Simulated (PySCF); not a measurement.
## UHF on O (oxygen, neutral)

Configuration: [He] 2s2 2p4, high-spin 3P determinant. All numbers are calculated (PySCF 2.14, the spin-free X2C one-electron Hamiltonian (Gaussian nucleus), in aug-cc-pVDZ-DK).

```
Total energy                                                  : -74.848596 hartree
One-electron energy                                           : -103.2468 hartree
Hartree (Coulomb) energy                                      : 36.6113 hartree
Exchange energy                                               : -8.2131 hartree
⟨S²⟩                                                          : 2.0084
⟨L²⟩                                                          : 2.013
Sum of ⟨r⟩                                                    : 7.642 bohr
Sum of ⟨r²⟩                                                   : 11.31 bohr²
Traceless quadrupole moment −½Σ⟨3z² − r²⟩ along its main axis : -1.01 e·bohr²
Langevin diamagnetic susceptibility                           : -8.96 ×10⁻⁶ cm³/mol
Time after the integrals                                      : 0.17 s of wall time on 1 thread of Intel(R) Xeon(R) Platinum 8259CL CPU @ 2.50GHz (shared host)
```

```json
{"shell": "1s α", "electrons": "1", "mean orbital energy (hartree)": "-20.73567", "spread (hartree)": "0", "rms radius, mean of both spins (bohr)": "0.230"}
{"shell": "1s β", "electrons": "1", "mean orbital energy (hartree)": "-20.65507", "spread (hartree)": "0", "rms radius, mean of both spins (bohr)": "0.230"}
{"shell": "2s α", "electrons": "1", "mean orbital energy (hartree)": "-1.42426", "spread (hartree)": "0", "rms radius, mean of both spins (bohr)": "1.26"}
{"shell": "2s β", "electrons": "1", "mean orbital energy (hartree)": "-1.08384", "spread (hartree)": "0", "rms radius, mean of both spins (bohr)": "1.26"}
{"shell": "2p α", "electrons": "3", "mean orbital energy (hartree)": "-0.67731", "spread (hartree)": "0.09767", "rms radius, mean of both spins (bohr)": "1.42"}
{"shell": "2p β", "electrons": "1", "mean orbital energy (hartree)": "-0.51963", "spread (hartree)": "0", "rms radius, mean of both spins (bohr)": "1.42"}
```
